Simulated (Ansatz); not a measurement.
# SnH2 (SMILES [H][Sn][H]): the energy, rung by rung

SnH2 has 3 atoms, charge 0, and is taken as a singlet. As SMILES, `[H][Sn][H]`. Geometry: a GFN2-xTB relaxation, a rough one for these elements and not checked as a minimum.

```xyz
3

Sn    0.0052   -0.0089   -0.8701
H     1.2365   -0.0178    0.4428
H    -1.2416    0.0266    0.4273
```

Quantity: the energy change with the Sn1–H2 bond stretched from 1.800 to 4.500 Å, in eV. The values are calculated.

```
                        level                    kind  program  value (eV)  less FCI/STO-3G  CPU time (all runs)
    SVWN5/STO-3G (restricted)                     LDA   Ansatz        6.06            +2.16                2.1 s
   revPBE/STO-3G (restricted)                     GGA   Ansatz        5.70            +1.80                3.4 s
   r2SCAN/STO-3G (restricted)                meta-GGA   Ansatz        6.17            +2.27                7.7 s
    BHLYP/STO-3G (restricted)           global hybrid   Ansatz        7.39            +3.49                2.8 s
CAM-B3LYP/STO-3G (restricted)  range-separated hybrid   Ansatz        7.29            +3.39                3.3 s
   B2PLYP/STO-3G (restricted)           double hybrid   Ansatz        5.14            +1.24                3.9 s
      MP2/STO-3G (restricted)     perturbation theory   Ansatz        4.63            +0.73                1.7 s
     CCSD/STO-3G (restricted)   coupled cluster or CI   Ansatz        3.89            -0.01                1.5 s
 CCSDT(Q)/STO-3G (restricted)   coupled cluster or CI   Ansatz        3.91            +0.01                2.3 s
                   FCI/STO-3G      exact in the basis   Ansatz        3.90             0.00                2.6 s
```

FCI/STO-3G is exact within its basis and frozen core, so for wave-function methods in that basis the difference is their error; functionals converge differently with the basis, so for them it is only a difference. All-electron rows without a relativistic Hamiltonian named are non-relativistic. The first shape isn't each level's own minimum. The values span 3.89 to 7.39 eV. All rows use very small basis sets, so even the best lies far from the true value. In the correlated wave-function rows the outer d shell of Sn is correlated, in sets not made for it. CPU times are rough (shared hosts, several kinds of processor): they show what a rung costs within a factor of a few.
